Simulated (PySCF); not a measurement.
Species: C5H12Se.
Cartesian coordinates in Å at the GFN2-xTB level; atoms count from 1:
```xyz
18
C5H12Se angstrom
C      3.2667    0.1522   -0.1122
Se     1.7647   -0.9114    0.5330
C      0.3521    0.2873   -0.1548
C     -1.0251   -0.0382    0.4061
C     -2.0277    1.0083   -0.0792
C     -1.4636   -1.4401   -0.0036
H      3.1915    0.2578   -1.1920
H      4.1798   -0.3759    0.1467
H      3.2507    1.1270    0.3692
H      0.6566    1.2970    0.1306
H      0.3608    0.2048   -1.2446
H     -0.9707    0.0050    1.5004
H     -2.0914    0.9963   -1.1656
H     -1.7311    2.0062    0.2371
H     -3.0158    0.8008    0.3242
H     -0.7407   -2.1753    0.3514
H     -2.4355   -1.6781    0.4220
H     -1.5298   -1.5172   -1.0870
```

Vertical excitations from PySCF (density fitting, frozen core in the response, grid level 2 and gas phase unless stated; continuum runs use non-equilibrium linear response for the excitations) on a GFN2-xTB geometry. Reference run:

| settings | S1, eV (f) | S2, eV (f) | S3, eV (f) | S4, eV (f) | S5, eV (f) | S6, eV (f) | T1, eV (Tamm–Dancoff) | mean α (au) |
| --- | --- | --- | --- | --- | --- | --- | --- | --- |
| PBE0/def2-SVPD, full TDDFT, 6 singlets | 4.62 (0.000) | 5.42 (0.013) | 5.55 (0.029) | 6.12 (0.029) | 6.39 (0.000) | 6.58 (0.001) | 4.15 | 92.3 |

Q: What do these settings give: (1) B97-D/cc-pVDZ, full TDDFT, 6 singlets; (2) PW91/6-31G*, grid level 1, start guess sap, full TDDFT, 1 singlet; (3) BLYP/pcSseg-1, energy threshold 1e-08 Eh, full TDDFT, 12 singlets?

A: 
| settings | S1, eV (f) | S2, eV (f) | S3, eV (f) | S4, eV (f) | S5, eV (f) | S6, eV (f) | T1, eV (Tamm–Dancoff) | mean α (au) |
| --- | --- | --- | --- | --- | --- | --- | --- | --- |
| B97-D/cc-pVDZ, full TDDFT, 6 singlets | 4.63 (0.000) | 5.70 (0.000) | 5.97 (0.000) | 6.47 (0.001) | 6.58 (0.011) | 7.01 (0.005) | – | 80.4 |
| PW91/6-31G*, grid level 1, start guess sap, full TDDFT, 1 singlet | 4.65 (0.000) | – | – | – | – | – | 4.13 | 77.4 |
| BLYP/pcSseg-1, energy threshold 1e-08 Eh, full TDDFT, 12 singlets | 4.41 (0.000) | 5.18 (0.000) | 5.80 (0.000) | 5.93 (0.004) | 5.99 (0.009) | 6.38 (0.005) | 3.97 | 82.7 |

(1) S1 moves by +0.01 eV; functional and basis change together, so the shift can't be laid on one. (2) S1 moves by +0.03 eV; functional and basis change together, so the shift can't be laid on one. (3) S1 moves by -0.21 eV; functional and basis change together, so the shift can't be laid on one. States are counted by energy in each run and needn't keep their character from row to row.

All basis functions are spherical, in the Pople sets too.

Q: Give the leading configurations of S1 (H = HOMO, L = LUMO) and the HOMO–LUMO gap of each run.

A: 
| settings | S1 configurations (weight) | S1 (eV) | orbital gap (eV) | S1 − gap (eV) |
| --- | --- | --- | --- | --- |
| PBE0/def2-SVPD, full TDDFT, 6 singlets | H→L 0.95 | 4.62 | 6.09 | -1.47 |
| B97-D/cc-pVDZ, full TDDFT, 6 singlets | H→L 1.00 | 4.63 | 4.43 | +0.20 |
| PW91/6-31G*, grid level 1, start guess sap, full TDDFT, 1 singlet | H→L 1.00 | 4.65 | 4.42 | +0.23 |
| BLYP/pcSseg-1, energy threshold 1e-08 Eh, full TDDFT, 12 singlets | H→L 0.99 | 4.41 | 4.22 | +0.19 |

 Relativistic effects, spin–orbit coupling among them, are left out although an element past zinc is present.

One conformer stands for the species.

Note: B97-D ran without an empirical dispersion term, which enters the total energy and its gradient alone.
